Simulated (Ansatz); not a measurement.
Ansatz (a program for electronic structure) job for H2MgO2, SMILES [OH][Mg][OH], PBE0/def2-TZVPD. Geometry: PBE-D3(BJ)/def2-TZVP. The values are those of a single conformer.

Ansatz 0.2 input:
```yaml
crystal:
  periodic: [false, false, false]
  atoms:
    - {symbol: Mg, position_ang: [-0.00000000, 0.00000000, -0.02167632]}
    - {symbol: O, position_ang: [0.07249167, 1.79531912, 0.04923279]}
    - {symbol: O, position_ang: [-0.07249167, -1.79531912, 0.04923279]}
    - {symbol: H, position_ang: [-0.40542841, 2.56806245, -0.26380441]}
    - {symbol: H, position_ang: [0.40542841, -2.56806245, -0.26380441]}
basis:
  gaussian:
    orbitals: def2-TZVPD
hamiltonian:
  xc: {name: PBE0}
```

Log of the run:

```
WARN ansatz: RAYON_NUM_THREADS=1 ignored (pool sized by the plan → 1); use --threads N
Functional definition: PBE0
integrals: 0.04 GiB planned
778 factors; their error is unknown
mean field: 0.42 GiB planned
mean field evaluation 1: about -9555.1041 eV, gradient 8.8e1 eV
mean field evaluation 2: about -9496.7482 eV, gradient 1.8e2 eV
mean field evaluation 4: about -9567.8584 eV, gradient 1.1e0 eV
mean field evaluation 8: about -9567.9124 eV, gradient 1.7e-2 eV
mean field -9567.91235252 eV, -351.6142935912 hartree, gradient 7.1e-5 eV, S^2 0.000000; 0 other end points of the search recorded, 0 dependent functions left out
reference -9567.91239311 eV, -351.6142950827 hartree; 15, 15 occupied and 118, 118 virtual orbitals, 778 factors
Total energy: -9567.91239311 eV, -351.6142950827 hartree
```

Self-consistency was reached.

Cost: very roughly 1.8 core-seconds.
